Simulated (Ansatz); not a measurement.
`[CH2]1[NH][SnH2]1`. The species carries charge 0 and has multiplicity 1. Sn takes the def2 core potential. Geometry: relaxed with PBE0-D4/def2-TZVP.

```xyz
8

C     1.140   -0.008    0.276
N     0.586    0.157   -0.881
Sn   -1.337    0.141    0.833
H     1.471   -0.971    0.676
H     1.433    0.878    0.840
H     0.420   -0.736   -1.345
H    -1.859    1.571   -0.028
H    -1.854   -1.032   -0.370
```

Q: What is the dipole moment at B3LYP/def2-TZVPP? (Estimate.)

A: The calculation gave: 2.50 D, with components (1.83, -1.33, 1.05) D in this frame, pointing from negative to positive charge.

Q: And with PBE, r2SCAN, ωB97M-V? (Best estimate.)

A: The calculation gave: PBE 2.20 D, r2SCAN 2.31 D, ωB97M-V 2.62 D.

Q: Give the Mulliken charges with B3LYP, ωB97M-V, PBE in def2-TZVPP. (Estimate.)

A: The calculation gave: 
| atom | B3LYP | ωB97M-V | PBE |
| --- | --- | --- | --- |
| C1 | -0.21 | -0.20 | -0.21 |
| N2 | -0.25 | -0.23 | -0.24 |
| Sn3 | 0.30 | 0.18 | 0.25 |
| H4 | 0.14 | 0.16 | 0.14 |
| H5 | 0.16 | 0.18 | 0.16 |
| H6 | 0.18 | 0.17 | 0.19 |
| H7 | -0.15 | -0.11 | -0.12 |
| H8 | -0.18 | -0.14 | -0.15 |

B3LYP here is the variant with VWN-RPA as its local correlation; programs differ in this.

Computed with Ansatz.
